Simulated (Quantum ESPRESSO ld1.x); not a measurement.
Values are calculated unless marked as measured or tabulated.
Problem. The mean radii <r> (bohr) of the occupied orbitals of an atom or ion are listed with their occupations. Level of theory: scalar-relativistic Kohn-Sham, LDA (Slater exchange, Perdew-Zunger correlation), spin-polarised, spherical densities, point nucleus (ld1.x of Quantum ESPRESSO 7.5).

orbital  occ.      <r>
1s up       1  0.05810
1s down     1  0.05807
2s up       1   0.2400
4s up       1   0.9993

Name the element and its charge. Open shells, if any, are filled with parallel spins first.

Solution. Z = 26, iron, charge +22: Fe22+ in [He] 2s1 4s1. The 1s radius gives Z: for a bare nucleus <r> = (2 gamma + 1)/(2Z) with gamma = sqrt(1 - (Z/c)^2), 0.05699 bohr for Z = 26, and screening makes it slightly larger (0.05810 here). The occupations add up to 4, and the charge is Z minus that.
